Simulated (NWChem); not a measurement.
SiH4O; SMILES O[SiH3]

```xyz
6

Si    -0.0200    -0.4951     0.0000
O     -0.0758     1.1698     0.0000
H      0.6823    -1.0322     1.2089
H     -1.4331    -0.9594     0.0000
H      0.6823    -1.0322    -1.2089
H      0.7664     1.6327     0.0000
```
Atoms are numbered in this order, from 1.

Structure relaxed at the PBE0/def2-SVP level.

 Unshifted, non-relativistic core excitations; the lowest 4 roots alone, so stronger bands may lie above.

**Question.** List the first Si K-edge excitations from PBE/cc-pVTZ, restricted-window TDA (NWChem).

**Answer.** 
```json
[
 {"state": "S1", "energy (eV)": "1780.1", "dipole oscillator strength": "0.0016", "leading excitation (squared amplitude)": "1s of atom 1 or its equivalents → LUMO (1.00)"},
 {"state": "S2", "energy (eV)": "1781.8", "dipole oscillator strength": "0.0017", "leading excitation (squared amplitude)": "1s of atom 1 or its equivalents → LUMO+1 (1.00)"},
 {"state": "S3", "energy (eV)": "1782.0", "dipole oscillator strength": "0.0019", "leading excitation (squared amplitude)": "1s of atom 1 or its equivalents → LUMO+2 (1.00)"},
 {"state": "S4", "energy (eV)": "1782.1", "dipole oscillator strength": "0.0007", "leading excitation (squared amplitude)": "1s of atom 1 or its equivalents → LUMO+3 (0.78)"}
]
```
